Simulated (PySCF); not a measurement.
Work out the structure from these simulated measurements.

Formula: C6H11P2; charge +1.

| Property | Result |
| --- | --- |
| UV, first state | lowest singlet excitation: 5.08 eV (244 nm, f = 0.054) [TDDFT CAM-B3LYP/def2-SVPD] |
| 13C NMR | chemical shifts (computed TMS as zero) by class: 146.4 (1 C), 131.3 (1 C), 118.9 (1 C), 76.9 (1 C), 19.5 (1 C), 2.0 (1 C) ppm [GIAO PBE0/pcSseg-1] |
| Rotational structure | rotational constants A, B, C: 2.408, 0.775, 0.659 GHz [PBE0-D3(BJ)/def2-SVP] |
| 1H NMR | chemical shifts (computed TMS as zero) by class: 7.01 (1 H), 6.95 (1 H), 6.31 (1 H), 6.04 (2 H), 3.98 (1 H), 2.18 (2 H), 2.12 (3 H) ppm [GIAO PBE0/pcSseg-1] |
| Polarisability | 115.0 au [CAM-B3LYP/def2-SVPD] |
| Valence photoelectron | vertical ionisation energy: 12.44 eV [ΔSCF CAM-B3LYP/def2-SVPD] |
| NMR, other nuclei | isotropic shieldings of nuclei other than C and H, by class: 365 (1 P), 368 (1 P) ppm [GIAO PBE0/pcSseg-1] |

Electronic properties: PySCF, gas phase, density fitting. Levels stand in brackets. One conformer (not necessarily the lowest) at the PBE0-D3(BJ)/def2-SVP geometry, without solvent, vibrations or thermal averaging. Each NMR value is the plain mean over a class of atoms that symmetry, rotation or inversion makes alike.

Question: What is the compound? Reason from the data.

Answer: Numbering: `[CH:1]#[C:2][P:3]([CH:4]=[CH2:5])[CH2:6][PH2+:7][CH3:8]`. 6 carbons fall into 6 classes; from least to most shielded: terminal =CH2 carbon [C5] (146.4 ppm), alkene CH carbon [C4] (131.3 ppm), terminal alkyne carbon [C1] (118.9 ppm), alkyne carbon [C2] (76.9 ppm), sp3 carbon bound to phosphorus [C6] (19.5 ppm), sp3 carbon bound to phosphorus [C8] (2.0 ppm). Hydrogen classes from least to most shielded: 1 H on a terminal =CH2 carbon, C5 (7.01 ppm), 1 H on a terminal =CH2 carbon, C5 (6.95 ppm), 1 H on an alkene CH carbon, C4 (6.31 ppm), 2 H on a phosphonium phosphorus, P7 (6.04 ppm), 1 H on a terminal alkyne carbon, C1 (3.98 ppm), 2 H on an sp3 carbon bound to phosphorus, C6 (2.18 ppm), 3 H on an sp3 carbon bound to phosphorus, C8 (2.12 ppm). The other shieldings belong to: 365 ppm, phosphine phosphorus [P3]; 368 ppm, phosphonium phosphorus [P7]. The first electron is taken from the HOMO, whose largest Löwdin shares are 0.38 on the phosphine phosphorus, 0.14 on the alkene CH carbon, 0.12 on the terminal =CH2 carbon and 0.12 on the alkyne carbon. The optimised geometry has point group C1 and is an asymmetric top. Structure: `C#CP(C=C)C[PH2+]C`. The assignments are read from this structure; whether some other isomer fits the data as well wasn't checked.

The values belong to the conformer `[CH:1]#[C:2][P:3]([CH:4]=[CH2:5])[CH2:6][PH2+:7][CH3:8]`: C2–P3–C4–C5 -9°, C2–P3–C6–P7 68°, P3–C6–P7–C8 177°.
